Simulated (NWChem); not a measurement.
System: C2H4F2OSi; SMILES FC1(F)OC[SiH2]1

```xyz
10

F      0.1967    -1.4446    -1.0756
C      0.0246    -0.6539     0.0000
F      0.1967    -1.4446     1.0756
O     -1.2474    -0.1189     0.0000
C     -1.0569     1.3116     0.0000
Si     0.8392     1.1007     0.0000
H     -1.5141     1.7618    -0.8954
H     -1.5141     1.7618     0.8954
H      1.5786     1.4998    -1.2297
H      1.5786     1.4998     1.2297
```
Atoms are numbered in this order, from 1.

Level: PBE0/def2-SVP (NWChem), optimised geometry, unscaled harmonic frequencies. 

```
frequency (cm⁻¹)  IR intensity (km/mol)
----------------  ---------------------
51                                  1.6
196                                 0.6
361                                 6.9
458                                15.5
472                                 6.5
486                                 0.4
579                                 6.7
608                                12.7
683                                10.0
747                                18.1
771                                71.5
833                                21.7
936                               110.2
1052                               55.9
1116                              207.0
1171                              190.1
1185                                0.3
1256                              286.2
1279                               29.4
1470                                9.5
2255                               66.2
2272                               91.7
3083                               18.4
3147                                6.8
```

- zero-point energy = 37.8 kcal/mol
- thermal correction to the enthalpy at 298.15 K (with zero-point energy) = 42.3 kcal/mol
- heat capacity Cv = 22.2 cal/(mol K)
- entropy at 298.15 K and 1 atm (symmetry number 1) = 79.5 cal/(mol K)
- dipole moment = 3.50 D

Rigid rotor and harmonic oscillator; modes under 100 cm⁻¹ make the entropy uncertain.
